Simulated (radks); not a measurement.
Exchange energies: the exact (Fock) value of the Kohn-Sham orbitals and density-functional approximations, as 100 (|E| - |E exact|)/|E exact|, negative where the magnitude is too small. Species: Hg+ [Xe] 4f14 5d10 6s1; Sr [Kr] 5s2; Tl3+ [Xe] 4f14 5d10; Au [Xe] 4f14 5d10 6s1. All-electron calculation, non-relativistic Kohn-Sham, LDA (Slater exchange, Perdew-Wang correlation), spin-polarised, spherical densities, point nucleus. Program: a radial shooting solver on a logarithmic mesh with Libxc functionals. Every spin shell is full or empty, so the densities are truly spherical. Functionals are evaluated on that one density, not self-consistently.

| functional | Hg+ | Sr | Tl3+ | Au |
|---|---|---|---|---|
| exact (hartree) | -344.827 | -101.806 | -351.398 | -337.981 |
| LDA | -3.78 | -5.41 | -3.79 | -3.77 |
| B88 | +0.09 | +0.07 | +0.05 | +0.11 |
| OPTX | +1.92 | +0.93 | +1.91 | +1.93 |
| WC | -0.60 | -0.93 | -0.63 | -0.58 |
| AM05 | -3.58 | -4.99 | -3.59 | -3.58 |
| G96 | +0.49 | +0.34 | +0.46 | +0.51 |
| EV93 | -0.49 | -0.07 | -0.52 | -0.47 |
| APBE | +0.27 | +0.42 | +0.23 | +0.29 |
| TPSS | -0.41 | -0.13 | -0.44 | -0.38 |
| MS2 | -0.65 | -0.45 | -0.68 | -0.63 |
| Tao-Mo | -0.81 | -0.69 | -0.84 | -0.79 |
| MVS | +0.09 | +0.02 | +0.08 | +0.10 |
